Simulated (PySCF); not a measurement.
Predicted spectroscopic data

No solvent, one conformer, non-relativistic, one averaged value for each set of equivalent atoms. GFN2-xTB structure; PBE0/pcSseg-1 with gauge-including orbitals; PySCF 2.14.0 with density-fitted response routines.

Scale: 1H, 13C against TMS (reference shieldings calculated alike). Splittings of carbon signals by F and P are missing where no couplings were computed. Where no couplings were computed, multiplicities follow the n + 1 count of equivalent neighbours, and m marks all less simple cases (inequivalent or close neighbours, rings, F or P nearby). Shifts are as computed. Against solution values, carbons near 30 ppm lie about +3 ppm off and those near 130 ppm about +5 ppm. Of 1309 compounds with measured shifts, 239 miss one by over three times the rms of a fit or turn the order of signals round; such compounds aren't used in these exercises. OH and NH positions are gas-phase values without hydrogen bonding to other molecules.

**1.** `N1=CN=C(C[SiH2]C=O)N1`, C₄H₇N₃OSi. 1H NMR (500 MHz, computed): δ 12.39 (t, 1H), 11.31 (br s, 1H), 7.72 (s, 1H), 4.43 (m, 2H), 2.66 (t, 2H). 13C{1H} NMR (computed): δ 252.8 (CH), 155.6 (C), 155.2 (CH), 9.6 (CH2).

**2.** `[SiH3][Si@H]1N[C@@H](C)C1(F)F`, C₃H₉F₂NSi₂. 1H NMR (500 MHz, computed): δ 6.20 (m, 1H), 4.49 (m, 1H), 3.51 (d, 3H), 1.35 (d, 3H), 0.04 (br s, 1H). 13C{1H} NMR (computed): δ 137.3, 74.2, 22.8.
